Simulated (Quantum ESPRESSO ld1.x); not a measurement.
The numbers below are computed, except where a source is named.
Problem. These are the eigenvalues of the occupied orbitals of an atom or ion with whole-number occupations (eV). Level of theory: Dirac Kohn-Sham, RPBE, spin-unpolarised, spherical densities, point nucleus (ld1.x of Quantum ESPRESSO 7.5).

| orbital | eigenvalue |
|---|---|
| 1s1/2 | -1389.98 |
| 2s1/2 | -178.939 |
| 2p1/2 | -148.390 |
| 2p3/2 | -147.996 |
| 3d3/2 | -34.3815 |

Which element is it, and in what charge state? The configuration may be excited. Open shells, if any, fill j = l - 1/2 first.

Solution. Z = 12, magnesium, charge +4: Mg4+ in [He] 2s2 2p3 3d1. The list shows which subshells hold electrons but not how many an open one holds; the 1s level, -51.081 hartree, gives Z - s = 10.1 by -(Z - s)^2/2, which with screening and relativity narrows Z to a few neighbours, and the depths of the outer levels then fix element, charge and occupations together.
